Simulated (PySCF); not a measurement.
## Te³⁹⁺: ionisation energy

Te³⁹⁺ [Ne] 3s2 3p1 [3p1/2^1, M_J = 1/2] → Te⁴⁰⁺ [Ne] 3s2, as a difference of total energies. Calculation: PySCF 2.14, in an uncontracted even-tempered set (18 s from 8.1 bohr⁻², ratio 2.4; 14 p from 11 bohr⁻², ratio 2.4; 4 d from 36 bohr⁻², ratio 2.6; 4 f from 54 bohr⁻², ratio 2.6); the two-component X2C-1e Hamiltonian. Correlated levels: 1s2 frozen; the 54 highest virtual spinors dropped. "Screened" scales the spin-orbit matrix elements by Boettger's factors to mimic the two-electron term; Breit and QED terms are absent.

```tsv
method	ionisation energy (eV)
GHF (spin-free)	2741.5
GMP2 (spin-free)	2741.9
GHF (screened spin-orbit)	2790.4
GMP2 (screened spin-orbit)	2790.6
```

Breit and QED terms and the two-electron picture change are absent.

The spin-free rows lack the spin-orbit shift.

For comparison: 2788 ± 4 eV (theoretical estimate listed by NIST; NIST Atomic Spectra Database, ionization energies).
